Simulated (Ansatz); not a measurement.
ClFH$_{3}$SiSn (`[F][Sn]([SiH3])[Cl]`) radical, relaxed with UKS PBE-D4/def2-SVP in Ansatz 0.2.0 from a rough embedded geometry. The force threshold is 0.03 eV/Å; the program also tests the step.

Total charge 0; spin multiplicity 2. Sn: def2 effective core potential.

Start:

```xyz
7

F    -1.733   -0.321   -2.132
Sn   -0.931    0.888   -0.747
Si    0.335   -0.487    0.911
Cl    0.580    2.328   -1.756
H     1.405   -1.264    0.208
H    -0.588   -1.467    1.571
H     0.932    0.322    1.944
```

**Question.** How much energy does the relaxation release, and in how many steps? (Best estimate.)

**Answer.** Computed: 0.27 eV, in 5 steps.

**Question.** Which bonds change most? (Best estimate.)

**Answer.** Computed: Sn2–Si3 from 2.499 to 2.697 Å; Sn2–Cl4 from 2.318 to 2.406 Å; Si3–H7 from 1.442 to 1.503 Å; F1–Sn2 from 2.005 to 1.977 Å.

**Question.** Give the relaxed structure. (Best estimate.)

**Answer.** Ansatz gave: 
```xyz
7

F    -1.645   -0.280   -2.152
Sn   -1.098    0.978   -0.728
Si    0.346   -0.555    0.956
Cl    0.623    2.267   -1.807
H     1.405   -1.249    0.147
H    -0.577   -1.539    1.616
H     0.947    0.379    1.968
```
